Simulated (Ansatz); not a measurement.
This geometry of CH$_{5}$ClSn (8 atoms, charge 0, multiplicity 1) is a first-order saddle point.

All numbers below come from RKS PBE/def2-SVP in Ansatz 0.2.0.

```xyz
8
Properties=species:S:1:pos:R:3
Sn -0.414 -0.048 0.458
H 1.018 -0.084 1.611
Cl 2.304 0.174 0.520
C -1.000 1.734 -0.664
H -2.005 1.572 -1.100
H -1.010 2.627 -0.012
H -0.272 1.878 -1.487
H -0.584 -1.349 -0.712
```

Question: Which two structures does it join? (They come from a converged band through this point; their orientation in space is the band's.)

Answer: Bonds broken: Sn1–H2, Sn1–Cl3. Bonds formed: H2–Cl3.

Initial state:

```xyz
8
Properties=species:S:1:pos:R:3
Sn 0.080 0.000 0.245
H -0.183 -0.131 1.949
Cl 2.430 0.309 -0.029
C -0.875 1.729 -0.631
H -1.975 1.605 -0.592
H -0.585 2.635 -0.067
H -0.552 1.831 -1.684
H -0.301 -1.473 -0.578
```

Final state:

```xyz
8
Properties=species:S:1:pos:R:3
Sn -1.011 -0.248 0.397
H 1.927 0.168 2.022
Cl 1.950 -0.016 0.735
C -1.047 1.697 -0.707
H -1.924 1.676 -1.390
H -1.159 2.559 -0.021
H -0.142 1.832 -1.332
H -0.556 -1.164 -1.091
```

Question: How far does it lie above each of them?

Answer: 162.0 kJ/mol above the first and 30.6 kJ/mol above the second. This is the barrier of this one path; another mechanism may lie lower. The orbitals stay closed-shell, which can raise the energy where a bond breaks towards radicals; this wasn't checked here.

The run took 2.3 min on 1 thread of Arm Neoverse V2, on a shared host, peak memory 0.12 GiB.
